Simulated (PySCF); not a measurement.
## Stationary points of HgCl₂⁻

Computed with PySCF, PBE0, basis Hg def2-SVPD with ECP60, Cl def2-SVPD (scalar-relativistic core potentials, no spin–orbit coupling, density fitting).

Relaxations began from a few typed shapes; open shells are unrestricted. The search is not exhaustive: other isomers or separated fragments can lie lower, and high-lying points may rest on an excited occupation.

Problem. Order these stationary points by electronic energy, lowest first, in kJ/mol from the lowest minimum.
A. doublet D∞h: Hg–Cl 2.666 Å (×2); Cl–Hg–Cl 180.0°
B. doublet C2v: Hg–Cl 2.635 Å (×2); Cl–Hg–Cl 145.6°

Solution. B (0.0), A (1.5).

Problem. Which of them are minima?

Solution. By energy in kJ/mol, 0.0: minimum; 1.5: not settled, its softest mode being under 30 cm⁻¹.

For the lowest minimum: the lowest empty level of this anion is unbound, so it and the gap depend on the basis. Spin–orbit coupling, left out here, can matter for elements this heavy.
